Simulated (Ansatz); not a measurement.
BFGeH$_{4}$, SMILES `[BH2][GeH2][F]`, relaxed with RKS PBE0-D4/def2-TZVP in Ansatz from a PBE-D4/def2-SVP geometry. The force threshold is 0.005 eV/Å; the program also tests the step.

The species carries charge 0 and has multiplicity 1.

Start:

```xyz
7

B    -0.608   -1.039    0.381
Ge    0.419    0.616   -0.272
F    -0.271    2.098    0.408
H    -1.556   -0.953    1.134
H    -0.249   -2.135   -0.002
H     0.352    0.799   -1.818
H     1.913    0.613    0.169
```

(1) By how much does the energy fall, and how many steps does the optimiser take? (An estimate is asked.)

(2) Which bonds change most? (An estimate is asked.)

(3) Give the relaxed structure. (Best estimate.)

Answers

(1) The calculation gave: 2.14 kJ/mol, in 5 steps, 1 of them rejected.

(2) Computed: B1–H5 from 1.216 to 1.194 Å; B1–H4 from 1.213 to 1.192 Å; Ge2–F3 from 1.770 to 1.751 Å; Ge2–H6 from 1.558 to 1.541 Å.

(3) Ansatz gave: 
```xyz
7

B    -0.606   -1.039    0.380
Ge    0.425    0.608   -0.278
F    -0.271    2.062    0.405
H    -1.536   -0.941    1.119
H    -0.265   -2.123    0.011
H     0.352    0.808   -1.804
H     1.901    0.625    0.167
```
